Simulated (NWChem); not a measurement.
System: GaSiH5O; SMILES [SiH3][O][GaH2]

Input file for NWChem:

```
start job
memory heap 200 mb stack 900 mb global 1100 mb
geometry units angstroms noautoz
  Ga     0.049923    -1.215301    -0.016596
  H     -1.479317    -1.451373    -0.243396
  H      1.209796    -2.244299     0.139646
  O      0.576536     0.488550     0.082133
  Si     0.037347     2.049184     0.024982
  H      0.349999     2.746636     1.309803
  H     -1.444989     2.111187    -0.195314
  H      0.708512     2.782428    -1.091584
end
basis spherical
  * library 6-31g*
end
basis "cd basis" spherical
  * library "Weigend Coulomb Fitting"
end
dft
  xc becke88 lyp
  iterations 150
end
task dft gradient
```

Output (shortened):

```
             Northwest Computational Chemistry Package (NWChem) 7.3.0
             --------------------------------------------------------

 C1  symmetry detected

                             Geometry "geometry" -> ""
                             -------------------------

 Output coordinates in angstroms (scale by  1.889725989 to convert to a.u.)

  No.       Tag          Charge          X              Y              Z
 ---- ---------------- ---------- -------------- -------------- --------------
    1 Ga                  31.0000    -0.03722670    -1.19664396     0.00003286
    2 H                    1.0000    -1.57910991    -1.45805867    -0.00127705
    3 H                    1.0000     1.14976638    -2.20639625     0.00128366
    4 O                    8.0000     0.47011340     0.51589296    -0.00041929
    5 Si                  14.0000    -0.09719515     2.06757922     0.00010068
    6 H                    1.0000     0.38530514     2.78908693     1.21730060
    7 H                    1.0000    -1.59661763     2.10494572    -0.00543709
    8 H                    1.0000     0.39450853     2.79313246    -1.21094385

 Effective nuclear repulsion energy (a.u.)     240.9029182210

 Summary of "cd basis" -> "" (spherical)
 ------------------------------------------------------------------------------
       Tag                 Description            Shells   Functions and Types
 ---------------- ------------------------------  ------  ---------------------
 *                  Weigend Coulomb Fitting           on all atoms

                                 NWChem DFT Module
                                 -----------------

 Summary of "ao basis" -> "ao basis" (spherical)
 ------------------------------------------------------------------------------
       Tag                 Description            Shells   Functions and Types
 ---------------- ------------------------------  ------  ---------------------
 Ga                          6-31g*                 12       32   5s4p3d
 H                           6-31g*                  2        2   2s
 O                           6-31g*                  6       14   3s2p1d
 Si                          6-31g*                  8       18   4s3p1d

 Summary of "cd basis" -> "cd basis" (spherical)
 ------------------------------------------------------------------------------
       Tag                 Description            Shells   Functions and Types
 ---------------- ------------------------------  ------  ---------------------
 Ga                 Weigend Coulomb Fitting         18       58   8s4p3d2f1g
 H                  Weigend Coulomb Fitting          5       11   3s1p1d
 O                  Weigend Coulomb Fitting         15       49   6s4p3d1f1g
 Si                 Weigend Coulomb Fitting         17       51   8s4p3d1f1g

            General Information
            -------------------
          SCF calculation type: DFT
          Wavefunction type:  closed shell.
          No. of atoms     :     8
          No. of electrons :    58
           Alpha electrons :    29
            Beta electrons :    29
          Charge           :     0
          Spin multiplicity:     1
          Use of symmetry is: off; symmetry adaption is: off
          Maximum number of iterations: 150
          AO basis - number of functions:    74
                     number of shells:    36
          A Charge density fitting basis will be used.
          CD basis - number of functions:   213
                     number of shells:    75
          Convergence on energy requested:  1.00D-06
          Convergence on density requested:  1.00D-05
          Convergence on gradient requested:  5.00D-04

              XC Information
              --------------
                    Becke 1988 Exchange Functional  1.000
              Lee-Yang-Parr Correlation Functional  1.000

             Grid Information
             ----------------
          Grid used for XC integration:  medium
          Radial quadrature: Mura-Knowles
          Angular quadrature: Lebedev.
          Tag              B.-S. Rad. Rad. Pts. Rad. Cut. Ang. Pts.
          ---              ---------- --------- --------- ---------
          Ga                  1.30      112          11.0       590
          H                   0.35       45          13.0       434
          O                   0.60       49           8.0       434
          Si                  1.10       88          12.0       590
          Grid pruning is: on
          Number of quadrature shells:   474
          Spatial weights used:  Erf1

      Superposition of Atomic Density Guess
      -------------------------------------

 Sum of atomic energies:       -2289.00822076

      Non-variational initial energy
      ------------------------------

 Total energy =   -2289.682430
 1-e energy   =   -3670.014060
 2-e energy   =    1139.428712
 HOMO         =      -0.352121
 LUMO         =      -0.001146

      3 Center 2 Electron Integral Information
      ----------------------------------------
          Maximum number of 3-center 2e- integrals is:         1166388.
            This is reduced with Schwarz screening to:          822819.
            Incore requires a per proc buffer size of:          715681.
          Minimum dble words available (all nodes) is:       144156468
                   This is reduced (for later use) to:       143789914
                      proc 0 Suggested buffer size is:          715681
                         Max Suggested buffer size is:          715681
                              no. integral batches is:            1000

           0.716 MW buffer allocated for incore 3-center
          2e- integral storage on stack.

   convergence    iter        energy       DeltaE   RMS-Dens  Diis-err
 ---------------- ----- ----------------- --------- --------- ---------
 d= 0,ls=0.0,diis     1  -2292.2521187750 -2.53D+03  3.05D-02  7.59D-01
 d= 0,ls=0.0,diis     2  -2291.3762576739  8.76D-01  2.29D-02  8.26D+00
 d= 0,ls=0.0,diis     3  -2292.3442560536 -9.68D-01  3.02D-03  6.18D-02
 d= 0,ls=0.0,diis     4  -2292.3477581329 -3.50D-03  1.06D-03  3.77D-02
 d= 0,ls=0.0,diis     5  -2292.3497628030 -2.00D-03  3.65D-04  8.77D-04
  Resetting Diis
 d= 0,ls=0.0,diis     6  -2292.3498537411 -9.09D-05  6.75D-05  2.86D-05
 d= 0,ls=0.0,diis     7  -2292.3498573801 -3.64D-06  4.37D-05  1.59D-06
 d= 0,ls=0.0,diis     8  -2292.3498564911  8.89D-07  2.51D-05  1.03D-05
 d= 0,ls=0.0,diis     9  -2292.3498576134 -1.12D-06  5.87D-06  1.77D-07
 d= 0,ls=0.0,diis    10  -2292.3498576383 -2.49D-08  7.41D-07  1.64D-08

         Total DFT energy =    -2292.349857638304
      One electron energy =    -3670.358705074254
           Coulomb energy =     1243.530601782334
    Exchange-Corr. energy =     -106.424672567405
 Nuclear repulsion energy =      240.902918221021

 Numeric. integr. density =       57.999980979263

                       DFT Final Molecular Orbital Analysis
                       ------------------------------------

 Vector   27  Occ=2.000000D+00  E=-2.831983D-01
              MO Center= -1.5D-01, -2.6D-01, -1.6D-03, r^2= 6.2D+00
   Bfn.  Coefficient  Atom+Function         Bfn.  Coefficient  Atom+Function
  ----- ------------  ---------------      ----- ------------  ---------------
    11      0.332195  1 Ga px                35      0.219958  3 H  s
    57     -0.204269  5 Si px                36      0.190786  3 H  s
    33     -0.179348  2 H  s                 72      0.175719  7 H  s
    71      0.166314  7 H  s                 12     -0.157370  1 Ga py
    34     -0.147749  2 H  s                  7     -0.127221  1 Ga px

 Vector   28  Occ=2.000000D+00  E=-2.543683D-01
              MO Center=  3.6D-01,  1.4D+00,  2.2D-03, r^2= 2.8D+00
   Bfn.  Coefficient  Atom+Function         Bfn.  Coefficient  Atom+Function
  ----- ------------  ---------------      ----- ------------  ---------------
    41      0.468208  4 O  pz                45      0.348782  4 O  pz
    70     -0.257733  6 H  s                 74      0.256923  8 H  s
    59     -0.192178  5 Si pz                69     -0.180735  6 H  s
    73      0.180143  8 H  s                 13      0.166974  1 Ga pz
    65     -0.094076  5 Si d -1              55      0.079573  5 Si pz

 Vector   29  Occ=2.000000D+00  E=-2.433381D-01
              MO Center= -1.2D-01,  4.6D-01, -1.4D-03, r^2= 3.6D+00
   Bfn.  Coefficient  Atom+Function         Bfn.  Coefficient  Atom+Function
  ----- ------------  ---------------      ----- ------------  ---------------
    39      0.477303  4 O  px                43      0.351577  4 O  px
    72      0.263419  7 H  s                 34      0.185060  2 H  s
    71      0.168789  7 H  s                 33      0.150079  2 H  s
    11     -0.141465  1 Ga px                57     -0.132578  5 Si px
    36     -0.128769  3 H  s                 74     -0.110395  8 H  s

[...]

                         DFT ENERGY GRADIENTS

    atom               coordinates                        gradient
                 x          y          z           x          y          z
   1 Ga     -0.070348  -2.261329   0.000062    0.004574   0.009960   0.000008
   2 H      -2.984085  -2.755331  -0.002413    0.005239   0.000852   0.000002
   3 H       2.172743  -4.169484   0.002426   -0.004015   0.002841  -0.000006
   4 O       0.888386   0.974896  -0.000792   -0.010921  -0.006623  -0.000001
   5 Si     -0.183672   3.907158   0.000190    0.004841  -0.004274  -0.000007
   6 H       0.728121   5.270610   2.300365   -0.000451  -0.000795  -0.000814
   7 H      -3.017170   3.977771  -0.010275    0.001189  -0.001169   0.000004
   8 H       0.745513   5.278255  -2.288352   -0.000458  -0.000791   0.000815
```

Level: BLYP/6-31G* (spherical d), Coulomb fitting. The geometry was optimised at PBE0/def2-SVP.
